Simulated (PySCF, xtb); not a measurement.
C3H6NO, SMILES O=C([N]C)C, multiplicity 2.

Harmonic wavenumbers (cm⁻¹) from GFN2-xTB (xtb 6.7.1) at its own minimum, in rising order: 116, 155, 181, 258, 418, 548, 568, 772, 941, 957, 1016, 1066, 1103, 1287, 1370, 1412, 1429, 1436, 1441, 1450, 1749, 2895, 2902, 2973, 3035, 3046, 3072.

Q: What does PySCF 2.14.0 with TPSSh-D3(BJ)/def2-SVP give at its own minimum? (Estimate from the structure and the level; the computed values follow.)

A: 71, 82, 148, 272, 392, 530, 604, 791, 969, 1021, 1031, 1110, 1123, 1305, 1380, 1397, 1437, 1455, 1465, 1484, 1650, 2988, 3045, 3064, 3104, 3127, 3170. Paired by order, the mean absolute difference is 46 cm⁻¹ and the zero-point energies are 53.7 and 54.6 kcal/mol.
